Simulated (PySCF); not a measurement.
C6H6, SMILES c1ccccc1. Geometry: B3LYP-D3(BJ)/def2-SVP.

Computed equilibrium geometry at B3LYP-D3(BJ)/def2-SVP (PySCF confirms it by a frequency run) as a Z-matrix, and its point group:
point group D6h.
```
C
H 1 1.0929
C 1 1.3983 2 120.00
H 3 1.0929 1 120.00 2 0.00
C 1 1.3983 2 120.00 3 180.00
H 5 1.0929 1 120.00 2 0.00
C 5 1.3983 6 120.00 1 180.00
H 7 1.0929 5 120.00 6 0.00
C 7 1.3983 8 120.00 5 180.00
H 9 1.0929 7 120.00 8 0.00
C 9 1.3983 10 120.00 7 180.00
H 11 1.0929 9 120.00 10 0.00
```
